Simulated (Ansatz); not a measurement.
The first iterations of a band of ClH₃SSi₂ (7 atoms, charge 0, multiplicity 1).

Computed with RKS BHLYP/def2-SVP (Ansatz).

| Quantity | Value |
| --- | --- |
| movable images | 5 |
| climbing image | yes |
| spring | 5.0 eV/Å² |
| optimiser | quadratic models (default) |
| start path | IDPP |
| force threshold | 0.05 eV/Å |
| iteration limit | 60 |
| end points | relaxed |

Image 0:

```xyz
7
Properties=species:S:1:pos:R:3
Si -0.636 1.632 -0.393
Si -0.039 -0.474 0.016
S 1.572 -1.038 1.281
Cl -0.204 -1.899 -1.467
H -2.039 1.539 -0.887
H -0.680 2.263 0.957
H 2.027 -2.023 0.491
```

Image 6:

```xyz
7
Properties=species:S:1:pos:R:3
Si -0.488 1.445 -0.554
Si -0.017 -0.720 -0.238
S 1.620 -1.504 0.855
Cl -0.368 -2.118 -1.703
H -1.925 1.423 -0.952
H -0.448 1.971 0.845
H 1.625 -0.498 1.746
```

| iteration | highest image above the first end (eV) | largest band force component (eV/Å) |
| --- | --- | --- |
| 1 | 0.348 | 1.338 |
| 2 | 0.221 | 0.567 |

**Question.** Does the band converge within its limit, and where does its top end?

**Answer.** It converged. It ended after 6 iterations with the highest image 0.151 eV above the first end. A vibrational analysis at the climbing image gives one clearly imaginary mode, 223i cm⁻¹: a first-order saddle point.

Time of the run: 2.1 min on 1 thread of Arm Neoverse V1, with other jobs on the host, peak memory 0.18 GiB.
